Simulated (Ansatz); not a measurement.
Cl2La, charge +1, singlet, geometry from GFN2-xTB (such geometries of metal compounds can be far from the true shape) (the multiplicity is a formal guess) (core potentials on La); WB97X-V/def2-SVP (Ansatz, a first-principles code).

The Ansatz input:
Ansatz 0.2 input:
```yaml
crystal:
  periodic: [false, false, false]
  atoms:
    - {symbol: La, position_ang: [0.44085595, -0.03288820, 0.54719399]}
    - {symbol: Cl, position_ang: [0.61454882, 0.32765128, -1.99155080]}
    - {symbol: Cl, position_ang: [-2.09271289, -0.21737908, 0.15684153]}
basis:
  gaussian:
    orbitals: def2-SVP
hamiltonian:
  xc: {name: wB97X-V}
total_charge: 1
accuracy: high
```

Predict the main parts of the log of this Ansatz run.


```
Functional definition: wB97X-V
1330 factors; integrals over basis functions are off by at most 3.9e-9 eV
384 factors; integrals over basis functions are off by at most 1.2e-9 eV
mean field evaluation 1: about -25883.3825 eV, gradient 4.4e1 eV
mean field evaluation 2: about -25882.0318 eV, gradient 5.3e1 eV
mean field evaluation 4: about -25890.0262 eV, gradient 1.3e0 eV
mean field evaluation 8: about -25890.0629 eV, gradient 2.8e-2 eV
mean field evaluation 16: about -25890.0630 eV, gradient 3.3e-5 eV
mean field -25890.06296346 eV, -951.4422649921 hartree, gradient 2.8e-8 eV, S^2 0.000000; 0 other end points of the search recorded, 0 dependent functions left out
reference -25890.06296323 eV, -951.4422649838 hartree; 22, 22 occupied and 46, 46 virtual orbitals, 1330 factors
Total energy: -25890.06296323 eV, -951.4422649838 hartree
```
